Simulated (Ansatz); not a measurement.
Species: C₃H₂O, SMILES `O=c1cc1` (charge 0, multiplicity 1).

Problem. Give a relaxed geometry from Ansatz (a program for electronic structure) with B3LYP-D3(BJ)/def2-TZVP.

Solution. the end point of this relaxation (outside a Z-matrix the atoms follow the SMILES, hydrogens last).
Bond lengths (Å): O1–C2 1.200, C2–C3 1.427, C2–C4 1.427, C3–C4 1.339, C3–H5 1.081, C4–H6 1.081. Angles (°): O1–C2–C3 152.0, O1–C2–C4 152.0, C3–C2–C4 56.0, C2–C3–C4 62.0, C2–C3–H5 153.9, C4–C3–H5 144.1, C2–C4–C3 62.0, C2–C4–H6 153.9, C3–C4–H6 144.1.
